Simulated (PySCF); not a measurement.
Calculation: PBE-D3(BJ)/def2-TZVP // PBE0-D4/def2-TZVP (PySCF 2.14.0). All species are isolated molecules in the gas phase. One relaxed conformer stands for a flexible species; it need not be the lowest. Excitations are Tamm–Dancoff values on a coarser integration grid. The basis has no diffuse functions, so Rydberg states are missing or too high.

Reference species (SMILES): `O[SiH3]` (neutral, multiplicity 1).

```json
{
 "S1–T1 gap (TDA)": "0.35 eV",
 "T1 excitation (TDA)": "6.15 eV",
 "S1 excitation (TDA)": "6.50 eV",
 "HOMO": "-7.21 eV"
}
```

Changed species: `O[SiH2]O[SiH3]` (H–O–Si–O torsion 72°, O–Si–O–Si torsion 68°) (X = siloxy; the reference has X = H).

Q: What does the change do to the S1–T1 gap (TDA), T1 excitation (TDA), S1 excitation (TDA) and HOMO?

A: the S1–T1 gap (TDA) falls by 0.13 eV, to 0.22 eV; the T1 excitation (TDA) goes up by 0.27 eV, to 6.42 eV; the S1 excitation (TDA) rises by 0.13 eV, to 6.63 eV; the HOMO decreases by 0.10 eV, to -7.31 eV.
